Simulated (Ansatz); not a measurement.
Total energies of `CCCCCCCCB(O)O` from Ansatz at r2SCAN0-D4/def2-TZVP, gas phase (1 Eh = 27.2114 eV = 2625.5 kJ/mol). The reference geometry is relaxed at PBE0-D4/def2-SVP.

```xyz
30

C     2.6007   -3.8353    1.8291
C     1.7343   -3.0375    0.8689
C     0.9346   -1.9339    1.5462
C     0.0714   -1.1225    0.5919
C    -0.7414   -0.0356    1.2828
C    -1.6356    0.7812    0.3568
C    -0.8903    1.6614   -0.6386
C    -1.8150    2.5089   -1.5152
B    -1.0233    3.4045   -2.5380
O    -1.0771    4.7646   -2.4092
O    -0.2902    2.7759   -3.5070
H     1.9916   -4.3187    2.6099
H     3.1638   -4.6265    1.3109
H     3.3318   -3.1880    2.3399
H     2.3666   -2.5936    0.0794
H     1.0393   -3.7169    0.3438
H     0.2952   -2.3768    2.3321
H     1.6271   -1.2552    2.0775
H    -0.6156   -1.8007    0.0528
H     0.7170   -0.6759   -0.1844
H    -1.3646   -0.5046    2.0646
H    -0.0554    0.6455    1.8197
H    -2.3101    0.1016   -0.1962
H    -2.2955    1.4225    0.9671
H    -0.2496    1.0413   -1.2877
H    -0.2005    2.3208   -0.0798
H    -2.4852    1.8373   -2.0816
H    -2.4611    3.1408   -0.8843
H    -0.5611    5.2599   -3.0526
H     0.1982    3.3555   -4.0986
```

```
                state   geometry  energy (Eh)
     charge 0 singlet  reference   -491.57489
     charge 1 doublet  reference   -491.20809
    charge -1 doublet  reference   -491.51055
free C atom (triplet)          –    -37.83406
free B atom (doublet)          –    -24.63894
free O atom (triplet)          –    -75.05636
free H atom (doublet)          –     -0.49987
```

Problem. Work out the vertical ionisation energy to the doublet.

Solution. E(charge 1 doublet) − E(charge 0 singlet) = -491.20809 − (-491.57489) = 0.36680 Eh = 9.98 eV. For comparison, −ε of the highest occupied level is 8.46 eV at this level, 1.52 eV less.

Problem. Work out the vertical electron affinity, to the doublet.

Solution. E(charge 0 singlet) − E(charge -1 doublet) = -491.57489 − (-491.51055) = -0.06434 Eh = -1.75 eV; negative, so the extra electron isn't bound. The basis lacks diffuse functions, which makes affinities too small.

Problem. Give the fundamental gap IE − EA, the Mulliken electronegativity (IE + EA)/2 and the hardness (IE − EA)/2.

Solution. From the values in Eh: IE − EA = 0.36680 − (-0.06434) = 0.43114 Eh = 11.73 eV; (IE + EA)/2 = 4.12 eV; (IE − EA)/2 = 5.87 eV. The HOMO–LUMO gap of the same run is 9.26 eV, 2.47 eV smaller than the fundamental gap.

Problem. What is the binding energy per atom against free atoms?

Solution. Atoms: 8 × (-37.83406) + 1 × (-24.63894) + 2 × (-75.05636) + 19 × (-0.49987) = -486.92167 Eh. Binding: -486.92167 − (-491.57489) = 4.65322 Eh = 126.62 eV, or 4.22 eV for each of 30 atoms (no zero-point energy, no counterpoise term).

At r2SCAN0-D4/def2-TZVP the highest occupied level of the charge -1 doublet lies above zero (up to 3.06 eV). By energy differences it is unbound by 1.75 eV (vertical, to the charge 0 singlet, at r2SCAN0-D4/def2-TZVP) and held by the finite basis.
